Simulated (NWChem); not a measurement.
System: GeSiH3F, singlet; SMILES [Ge]([F])[SiH3]

Parts of the log:

```
             Northwest Computational Chemistry Package (NWChem) 7.3.0
             --------------------------------------------------------

 C1  symmetry detected

                             Geometry "geometry" -> ""
                             -------------------------

 Output coordinates in angstroms (scale by  1.889725989 to convert to a.u.)

  No.       Tag          Charge          X              Y              Z
 ---- ---------------- ---------- -------------- -------------- --------------
    1 Ge                  32.0000    -0.45258175     0.64045168    -0.00058084
    2 F                    9.0000     1.28778150     1.20902444     0.00017517
    3 Si                  14.0000     0.15024357    -1.74407692    -0.00110912
    4 H                    1.0000     0.53108349    -2.24066738     1.33298399
    5 H                    1.0000     1.24805674    -2.12679265    -0.89946463
    6 H                    1.0000    -0.98996774    -2.59113692    -0.40098142

 Effective nuclear repulsion energy (a.u.)     235.4274779535

                                Z-matrix (autoz)
                                --------

 Units are Angstrom for bonds and degrees for angles

      Type          Name      I     J     K     L     M      Value
      ----------- --------  ----- ----- ----- ----- ----- ----------
    1 Stretch                  1     2                       1.83088
    2 Stretch                  1     3                       2.45955
    3 Stretch                  3     4                       1.47358
    4 Stretch                  3     5                       1.46925
    5 Stretch                  3     6                       1.47563
    6 Bend                     1     3     4               112.94616
    7 Bend                     1     3     5               115.83639
    8 Bend                     1     3     6               111.54288
    9 Bend                     2     1     3                93.90460
   10 Bend                     4     3     5               105.82313
   11 Bend                     4     3     6               104.57132
   12 Bend                     5     3     6               105.19676
   13 Torsion                  2     1     3     4          79.46762
   14 Torsion                  2     1     3     5         -42.80700
   15 Torsion                  2     1     3     6        -163.09002

                           NWChem Geometry Optimization
                           ----------------------------

 maximum gradient threshold         (gmax) =   0.000450
 rms gradient threshold             (grms) =   0.000300
 maximum cartesian step threshold   (xmax) =   0.001800
 rms cartesian step threshold       (xrms) =   0.001200
 fixed trust radius                (trust) =   0.300000
 source of zmatrix                         =   autoz

          -------------------
          Energy Minimization
          -------------------

 Using diagonal initial Hessian
 Scaling for Hessian diagonals: bonds = 1.00  angles = 0.25  torsions = 0.10

          --------
          Step   0

                                 NWChem DFT Module
                                 -----------------

 Summary of "ao basis" -> "ao basis" (spherical)
 ------------------------------------------------------------------------------
       Tag                 Description            Shells   Functions and Types
 ---------------- ------------------------------  ------  ---------------------
 Ge                         def2-svp                12       32   5s4p3d
 F                          def2-svp                 6       14   3s2p1d
 Si                         def2-svp                 8       18   4s3p1d
 H                          def2-svp                 3        5   2s1p

[...]

      ----------------------
      Optimization converged
      ----------------------

  Step       Energy      Delta E   Gmax     Grms     Xrms     Xmax
  ---- ---------------- -------- -------- -------- -------- --------
@   14   -2467.22612888  6.9D-09  0.00003  0.00001  0.00050  0.00112
                                     ok       ok       ok       ok

                                Z-matrix (autoz)
                                --------

 Units are Angstrom for bonds and degrees for angles

      Type          Name      I     J     K     L     M      Value     Gradient
      ----------- --------  ----- ----- ----- ----- ----- ---------- ----------
    1 Stretch                  1     2                       1.76563   -0.00003
    2 Stretch                  1     3                       2.49904    0.00000
    3 Stretch                  3     4                       1.49954    0.00001
    4 Stretch                  3     5                       1.49950    0.00001
    5 Stretch                  3     6                       1.49899    0.00001
    6 Bend                     1     3     4               109.02309    0.00000
    7 Bend                     1     3     5               109.03510   -0.00001
    8 Bend                     1     3     6               114.05015    0.00000
    9 Bend                     2     1     3                91.54312    0.00000
   10 Bend                     4     3     5               107.95397    0.00000
   11 Bend                     4     3     6               108.30018    0.00000
   12 Bend                     5     3     6               108.31140    0.00000
   13 Torsion                  2     1     3     4          58.97144   -0.00000
   14 Torsion                  2     1     3     5         -58.66591   -0.00000
   15 Torsion                  2     1     3     6        -179.85883    0.00000

                         Geometry "geometry" -> "geometry"
                         ---------------------------------

 Output coordinates in angstroms (scale by  1.889725989 to convert to a.u.)

  No.       Tag          Charge          X              Y              Z
 ---- ---------------- ---------- -------------- -------------- --------------
    1 Ge                  32.0000    -0.40304418     0.66641479    -0.18084478
    2 F                    9.0000     1.25746681     1.09824154     0.23592231
    3 Si                  14.0000     0.12304288    -1.77228088    -0.03520461
    4 H                    1.0000     0.62032596    -2.08345606     1.34482819
    5 H                    1.0000     1.21994129    -2.09475621    -1.00542847
    6 H                    1.0000    -1.04311695    -2.66736092    -0.32824948

 Effective nuclear repulsion energy (a.u.)     237.2513054606

                Final and change from initial internal coordinates
                --------------------------------------------------

                                Z-matrix (autoz)
                                --------

[...]

 Rotational Constants
 --------------------
 A=   0.329900 cm-1  (  0.474642 K)
 B=   0.104668 cm-1  (  0.150591 K)
 C=   0.081743 cm-1  (  0.117607 K)

 Temperature                      =   298.15K
 frequency scaling parameter      =   1.0000

 Zero-Point correction to Energy  =   16.121 kcal/mol  (  0.025691 au)
 Thermal correction to Energy     =   19.654 kcal/mol  (  0.031321 au)
 Thermal correction to Enthalpy   =   20.246 kcal/mol  (  0.032264 au)

 Total Entropy                    =   77.274 cal/mol-K
   - Translational                =   40.339 cal/mol-K (mol. weight = 123.9207)
   - Rotational                   =   25.838 cal/mol-K (symmetry #  =        1)
   - Vibrational                  =   11.096 cal/mol-K

 Cv (constant volume heat capacity) =   16.879 cal/mol-K
   - Translational                  =    2.979 cal/mol-K
   - Rotational                     =    2.979 cal/mol-K
   - Vibrational                    =   10.920 cal/mol-K

[normal modes left out]

 ----------------------------------------------------------------------------
 Normal Eigenvalue ||           Projected Infra Red Intensities
  Mode   [cm**-1]  || [atomic units] [(debye/angs)**2] [(KM/mol)] [arbitrary]
 ------ ---------- || -------------- ----------------- ---------- -----------
    1       -0.000 ||    0.000169           0.004         0.165       0.043
    2       -0.000 ||    0.000316           0.007         0.308       0.081
    3       -0.000 ||    0.000078           0.002         0.077       0.020
    4       -0.000 ||    0.001715           0.040         1.672       0.437
    5        0.000 ||    0.000650           0.015         0.633       0.166
    6        0.000 ||    0.000039           0.001         0.038       0.010
    7       75.662 ||    0.000002           0.000         0.002       0.000
    8      131.001 ||    0.004246           0.098         4.139       1.082
    9      306.728 ||    0.025631           0.591        24.987       6.533
   10      335.471 ||    0.023747           0.548        23.149       6.052
   11      453.895 ||    0.020049           0.463        19.545       5.110
   12      673.693 ||    0.080938           1.867        78.902      20.628
   13      837.381 ||    0.219616           5.067       214.093      55.973
   14      919.259 ||    0.036065           0.832        35.158       9.192
   15      931.958 ||    0.034672           0.800        33.800       8.837
   16     2194.732 ||    0.059997           1.384        58.488      15.291
   17     2210.028 ||    0.090375           2.085        88.102      23.034
   18     2212.501 ||    0.107945           2.490       105.230      27.512
 ----------------------------------------------------------------------------
```

Level: PBE0/def2-SVP. Low-valent species are run as closed-shell singlets; no triplet was tried in these runs.

**Question.** Reconstruct the input file.

**Answer.** Several could match; the one computed here: the input that was run:
```
start job
memory heap 200 mb stack 900 mb global 1100 mb
geometry units angstroms
  Ge     0.155975     0.268544     0.604617
  F      0.490672     1.467130    -0.738331
  Si    -0.645896    -1.480267    -0.927714
  H      0.449537    -2.210108    -1.590137
  H     -1.535574    -1.028058    -2.005994
  H     -1.405856    -2.522226    -0.210586
end
basis spherical
  * library def2-svp
end
dft
  xc pbe0
  iterations 150
end
driver
  maxiter 120
end
task dft optimize
task dft freq
```
